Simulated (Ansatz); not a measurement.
```yaml
crystal:
  periodic: [false, false, false]
  atoms:
    - {symbol: C, position_ang: [4.792831, 0.016795, 0.057244]}
    - {symbol: N, position_ang: [3.606390, 0.012907, 0.043156]}
    - {symbol: C, position_ang: [2.178803, 0.007879, 0.026107]}
    - {symbol: C, position_ang: [1.656728, -1.437401, 0.202608]}
    - {symbol: C, position_ang: [0.121957, -1.436485, 0.183416]}
    - {symbol: C, position_ang: [-0.407994, -0.879552, -1.161058]}
    - {symbol: C, position_ang: [-1.945085, -0.883620, -1.177482]}
    - {symbol: C, position_ang: [-2.481974, -0.008974, -0.029731]}
    - {symbol: C, position_ang: [-1.976058, -0.568345, 1.312564]}
    - {symbol: C, position_ang: [-0.439021, -0.563710, 1.333299]}
    - {symbol: C, position_ang: [0.101941, 0.876490, 1.154755]}
    - {symbol: C, position_ang: [1.636626, 0.885991, 1.178325]}
    - {symbol: C, position_ang: [-0.428085, 1.438757, -0.187475]}
    - {symbol: C, position_ang: [-1.965175, 1.430659, -0.205573]}
    - {symbol: C, position_ang: [0.132888, 0.561373, -1.333845]}
    - {symbol: C, position_ang: [1.667688, 0.569472, -1.321486]}
    - {symbol: H, position_ang: [2.039377, -1.847486, 1.160518]}
    - {symbol: H, position_ang: [2.061416, -2.072010, -0.613284]}
    - {symbol: H, position_ang: [-0.239956, -2.480238, 0.311078]}
    - {symbol: H, position_ang: [-0.022179, -1.511987, -1.990972]}
    - {symbol: H, position_ang: [-2.313972, -0.503360, -2.154544]}
    - {symbol: H, position_ang: [-2.321627, -1.924326, -1.075259]}
    - {symbol: H, position_ang: [-3.592511, -0.013025, -0.043042]}
    - {symbol: H, position_ang: [-2.367609, 0.042223, 2.154717]}
    - {symbol: H, position_ang: [-2.353192, -1.602864, 1.463699]}
    - {symbol: H, position_ang: [-0.075611, -0.968174, 2.303828]}
    - {symbol: H, position_ang: [-0.274522, 1.510675, 1.987081]}
    - {symbol: H, position_ang: [2.026853, 1.918716, 1.062658]}
    - {symbol: H, position_ang: [2.019131, 0.494889, 2.144209]}
    - {symbol: H, position_ang: [-0.056798, 2.479703, -0.314663]}
    - {symbol: H, position_ang: [-2.334384, 1.856536, -1.163499]}
    - {symbol: H, position_ang: [-2.356403, 2.080669, 0.606669]}
    - {symbol: H, position_ang: [-0.221130, 0.966962, -2.306908]}
    - {symbol: H, position_ang: [2.058139, 1.599651, -1.457337]}
    - {symbol: H, position_ang: [2.072497, -0.048818, -2.149765]}
basis:
  gaussian: {orbitals: def2-TZVP, fitting: {mean_field: def2-universal-jkfit}}
hamiltonian: {xc: {name: wB97}}
scf: {lower_state_search: full}
output: {forces: true}
```

```sh
$ ansatz run in.yaml --threads 2 --pin off --events-out ev --progress --plain --max-ram 32768MiB --backend cuda --devices 0, --max-vram 18GiB
```

Output, abridged:

```
Functional definition: wB97
1544 factors; integrals over basis functions are off by at most 4.3e-1 eV
1544 factors; integrals over basis functions are off by at most 6.4e-5 eV
mean field evaluation 1: about -17347.8536 eV, gradient 6.6e1 eV
mean field evaluation 2: about -17347.8784 eV, gradient 6.6e1 eV
mean field evaluation 4: about -17358.5306 eV, gradient 1.0e1 eV
mean field evaluation 8: about -17358.7787 eV, gradient 8.0e-2 eV
mean field evaluation 16: about -17358.7774 eV, gradient 1.1e-4 eV
mean field -17358.77743894 eV, -637.9233046789 hartree, gradient 2.6e-5 eV, S^2 0.000000; 0 other end points of the search recorded, 0 dependent functions left out
reference -17358.77742230 eV, -637.9233040675 hartree; 58, 58 occupied and 552, 552 virtual orbitals, 1544 factors
Total energy: -17358.77742230 eV, -637.9233040675 hartree
Atom 0 at     4.792831     0.016795     0.057244 Å, force    -2.226182    -0.006997    -0.026386 eV/Å
Atom 1 at     3.606390     0.012907     0.043156 Å, force     2.338654     0.008056     0.027838 eV/Å
Atom 2 at     2.178803     0.007879     0.026107 Å, force    -0.605907    -0.002285    -0.007188 eV/Å
Atom 3 at     1.656728    -1.437401     0.202608 Å, force     0.305361    -0.140565     0.021462 eV/Å
Atom 4 at     0.121957    -1.436485     0.183416 Å, force    -0.197737    -0.249525     0.029285 eV/Å
Atom 5 at    -0.407994    -0.879552    -1.161058 Å, force     0.196109    -0.135487    -0.177013 eV/Å
Atom 6 at    -1.945085    -0.883620    -1.177482 Å, force    -0.188319    -0.160611    -0.213027 eV/Å
Atom 7 at    -2.481974    -0.008974    -0.029731 Å, force    -0.289222    -0.000990    -0.003346 eV/Å
Atom 8 at    -1.976058    -0.568345     1.312564 Å, force    -0.194181    -0.103013     0.241627 eV/Å
Atom 9 at    -0.439021    -0.563710     1.333299 Å, force     0.191476    -0.086590     0.209943 eV/Å
Atom 10 at     0.101941     0.876490     1.154755 Å, force    -0.201270     0.150991     0.197223 eV/Å
Atom 11 at     1.636626     0.885991     1.178325 Å, force     0.303054     0.087960     0.118478 eV/Å
Atom 12 at    -0.428085     1.438757    -0.187475 Å, force     0.193269     0.223251    -0.025884 eV/Å
Atom 13 at    -1.965175     1.430659    -0.205573 Å, force    -0.191934     0.260863    -0.035428 eV/Å
Atom 14 at     0.132888     0.561373    -1.333845 Å, force    -0.196324     0.096716    -0.233798 eV/Å
Atom 15 at     1.667688     0.569472    -1.321486 Å, force     0.306257     0.056529    -0.129298 eV/Å
Atom 16 at     2.039377    -1.847486     1.160518 Å, force    -0.169582     0.182198    -0.402985 eV/Å
Atom 17 at     2.061416    -2.072010    -0.613284 Å, force    -0.178870     0.276127     0.340682 eV/Å
Atom 18 at    -0.239956    -2.480238     0.311078 Å, force     0.154840     0.447124    -0.054678 eV/Å
Atom 19 at    -0.022179    -1.511987    -1.990972 Å, force    -0.170887     0.268494     0.351968 eV/Å
Atom 20 at    -2.313972    -0.503360    -2.154544 Å, force     0.166136    -0.147238     0.428782 eV/Å
Atom 21 at    -2.321627    -1.924326    -1.075259 Å, force     0.168785     0.451311    -0.025804 eV/Å
Atom 22 at    -3.592511    -0.013025    -0.043042 Å, force     0.505081     0.001796     0.006115 eV/Å
Atom 23 at    -2.367609     0.042223     2.154717 Å, force     0.176197    -0.248854    -0.374414 eV/Å
Atom 24 at    -2.353192    -1.602864     1.463699 Å, force     0.169529     0.443988    -0.083334 eV/Å
Atom 25 at    -0.075611    -0.968174     2.303828 Å, force    -0.161372     0.171722    -0.411872 eV/Å
Atom 26 at    -0.274522     1.510675     1.987081 Å, force     0.161443    -0.271489    -0.356235 eV/Å
Atom 27 at     2.026853     1.918716     1.062658 Å, force    -0.172388    -0.439234     0.039786 eV/Å
Atom 28 at     2.019131     0.494889     2.144209 Å, force    -0.169522     0.157370    -0.413606 eV/Å
Atom 29 at    -0.056798     2.479703    -0.314663 Å, force    -0.164550    -0.442047     0.053891 eV/Å
Atom 30 at    -2.334384     1.856536    -1.163499 Å, force     0.166314    -0.200290     0.406397 eV/Å
Atom 31 at    -2.356403     2.080669     0.606669 Å, force     0.175545    -0.294784    -0.339461 eV/Å
Atom 32 at    -0.221130     0.966962    -2.306908 Å, force     0.151814    -0.173627     0.416485 eV/Å
Atom 33 at     2.058139     1.599651    -1.457337 Å, force    -0.172566    -0.435876     0.066826 eV/Å
Atom 34 at     2.072497    -0.048818    -2.149765 Å, force    -0.179049     0.255005     0.356971 eV/Å
Dipole moment:    -0.956454    -0.003308    -0.011414 e Å
```

Run time 26 s (2 threads of AMD EPYC 7R13 on a shared host and a share (18 GiB) of an NVIDIA H100 80GB HBM3), peak host memory 4.9 GiB.
